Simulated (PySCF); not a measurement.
An unknown gives this computed stick spectrum. The calculation used TDDFT CAM-B3LYP/def2-SVPD, vertical, gas phase, core orbitals frozen in the response in PySCF. Geometries: GFN2-xTB, one conformer each.

```
state  λ (nm)       f
   S1   382.4  0.0005
   S2   205.9   0.011
   S3   195.8   0.016
   S4   192.6   0.013
   S5   183.7   0.019
   S6   178.3   0.012
   S7   175.3  0.0061
   S8   173.5   0.014
```

Orbital energies (eV): HOMO-3 -10.16, HOMO-2 -9.98, HOMO-1 -9.51, HOMO -8.41, LUMO -0.39, LUMO+1 0.50, LUMO+2 1.07.

Problem. Which candidate is it?
A. `C[Si@@H](C=O)[SiH2]CCl`
B. `C1[SiH2]O[Si@H](C1)C#C`
C. `[SiH3]OC1=CC=C[SiH2]1`
D. `[SiH2](O)[C@](C)(C#C)F`

Solution. A. Its S1, at 3.24 eV, is the lowest among the candidates; the nearest of the others has S1 at 3.96 eV. S1 is HOMO→LUMO (93%). Löwdin shares by element: HOMO oxygen 48%, carbon 22% or more, silicon 12% or more, hydrogen 10% or more; LUMO carbon 36% or more, oxygen 32%, silicon 12% or more, hydrogen 6% or more. At the same level the other candidates give, for their lowest levels:
- `C#C[Si@H]1CC[SiH2]O1`: 207 nm (f 0.001); 196 nm (f 0.001); 193 nm (f 0.002); 172 nm (f 0.009); 165 nm (f 0.037); T1 5.04 eV; HOMO -9.31, LUMO 0.69 eV
- `[SiH3]OC1=CC=C[SiH2]1`: 313 nm (f 0.092); 238 nm (f 0.001); 225 nm (f 0.000); 215 nm (f 0.000); 197 nm (f 0.000); T1 2.39 eV; HOMO -7.32, LUMO -0.22 eV
- `C#C[C@](C)(F)[SiH2]O`: 213 nm (f 0.006); 187 nm (f 0.001); 178 nm (f 0.021); 171 nm (f 0.001); 165 nm (f 0.034); T1 5.22 eV; HOMO -9.07, LUMO 0.58 eV

Conformer computed: `[CH3:1][Si@@H:2]([CH:3]=[O:4])[SiH2:5][CH2:6][Cl:7]`: C1–Si2–C3–O4 115°, C1–Si2–Si5–C6 89°, Si2–Si5–C6–Cl7 -52°.
Triplets come from the Tamm–Dancoff approximation.
